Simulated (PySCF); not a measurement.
Ga2(mu-F)2(Cl)4, Cl₄F₂Ga₂, singlet at its PBE0/def2-SVP optimised geometry (Å):

```
8

Ga     1.7079    -0.7428     1.7964
Ga    -0.5958    -0.1786     0.0000
F      1.3256    -0.1786     0.0000
Cl     2.4371     0.8862     2.9321
Cl     2.4378    -2.7282     1.7974
F     -0.2134    -0.7432     1.7962
Cl    -1.3256     1.8069     0.0000
Cl    -1.3249    -1.8069    -1.1366
```

Level of theory: PySCF with PBE0/def2-TZVP.

Map of the log10 of the electron density (e/bohr³), floored at −4 on the plane z = 0.8 Å:

```
|        ....                 |
|      .::::::..              |
|    .::-====--:.             |
|   .:-==++++==-:.            |
|   :-=+**##**+=-:            |
|  .:-+*#%%%##*+-:.           |
|  .-=+#%%@@%%*+=-:.          |
|  :-=*#%@@@@%#*=-:........   |
|  :-+*#%@@@@%#*=-::::::::..  |
|  :-=*#%@@@@%#*+=-------::.. |
|  .-=+*#%%%%%#*+======---::. |
|  .:-+*##%%%##*+++++++==-::. |
|  .:-=+**#####****###*+=--:. |
|   .:-=+*##%%%####%%%#*+=-:. |
|    :-=+*##%@%%##%@@%%*+=-:. |
|    .:-=+*%%@@%%%%@@@%#*=-:. |
|    .:-=+*#%@@%%#%@@%%#*+=:. |
|    .:-=+*##%%%###%%%##*+=-:.|
|    .:-=++*##%##*######*+=--:|
|    .:-==++********####**+=-:|
|    .:--==++++++++**####**+=-|
|    .:--==========+*##%##**=-|
|    .::---==-----=+*#%%%%#*+=|
|     .::-----:::-=+*#%%%%#*+=|
|      .:::::::.:-=+*#%%@%#*+=|
|       ........:-=+*#%%%%#*+=|
|               .:-=+*####*+=-|
|                :-=++****+=-:|
|                .:-==++++=-:.|
```
Scale: ten equal steps from -4.00 (start of ' ') to -0.804 (end of '@'), in the order ' .:-=+*#%@'; x runs from -4.00 to 4.00, y from -4.00 (bottom) to 4.00 (top).
